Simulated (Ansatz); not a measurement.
`C=C[SiH2]CN` + `[AlH2][SH]` → `C=C[SiH2][S][AlH2]` + CH₃NH₂  (ligand exchange at the Si–C bond)

Calculated with Ansatz (gas phase, PBE0-D4/def2-TZVP geometries, no zero-point term in ΔE). CBS: MP2 limit from def2 TZ/QZ plus the TZ coupled-cluster correction, frozen cores. This one scheme is used for every species. Functionals use def2-TZVPP. Each species was taken in one conformer, which may not be the lowest.

`C=C[SiH2]CN`:

```xyz
14

C     0.485    2.282    0.992
C    -0.129    1.105    0.898
Si   -0.555    0.304   -0.728
C     0.351   -1.345   -0.922
N     0.047   -2.338    0.113
H     0.762    2.853    0.109
H     0.736    2.732    1.949
H    -0.385    0.595    1.827
H    -2.020    0.015   -0.770
H    -0.215    1.263   -1.819
H     0.118   -1.779   -1.901
H     1.432   -1.173   -0.932
H     0.324   -1.997    1.026
H    -0.950   -2.514    0.158
```

`[AlH2][SH]`:

```xyz
5

Al   -0.623    0.025   -0.188
S     1.319    0.828    0.395
H    -1.748    1.077   -0.533
H    -0.816   -1.543   -0.240
H     1.868   -0.387    0.566
```

`C=C[SiH2][S][AlH2]`:

```xyz
12

C     1.430   -1.247   -0.307
C     0.140   -1.408   -0.584
Si   -1.044   -0.022   -0.955
S    -0.124    1.889   -0.680
Al   -0.129    1.916    1.502
H     2.085   -2.089   -0.101
H     1.888   -0.262   -0.287
H    -0.261   -2.421   -0.603
H    -1.483   -0.084   -2.374
H    -2.247   -0.158   -0.092
H     0.582    3.145    2.193
H    -0.837    0.742    2.288
```

CH₃NH₂:

Z-matrix (Å, degrees):
```
C
N 1 1.453
H 1 1.092 2 109.4
H 1 1.100 2 115.4 3 -121.6
H 1 1.092 2 109.4 3 116.8
H 2 1.012 1 110.6 3 62.6
H 2 1.012 1 110.6 3 -179.3
```

Is it downhill or uphill in electronic energy at CCSD(T)/CBS, and by how much? (Estimate.)

Ansatz gave: Downhill: ΔE = -0.88 eV.

What do these levels give: PBE-D4, r2SCAN-D4, PBE0-D4, PBE0, MP2/def2-TZVPP, HF/def2-QZVPP? (Best estimate.)

Ansatz gave: PBE-D4 -0.84, r2SCAN-D4 -0.87, PBE0-D4 -0.89, PBE0 -0.85, MP2/def2-TZVPP -0.91, HF/def2-QZVPP -0.86 eV.

Largest T1 diagnostic among the species: 0.012.

The D4 term adds −0.07 eV with B3LYP and −0.04 eV with PBE0; it sums over pairs of atoms, weighted by their polarisabilities, and B3LYP, whose exchange is more repulsive, gets the larger term. From PBE to PBE0 (25 % exact exchange), in def2-TZVPP and without D4, ΔE moves by −0.05 eV.

B3LYP here is the variant with VWN-RPA as its local correlation; programs differ in this.
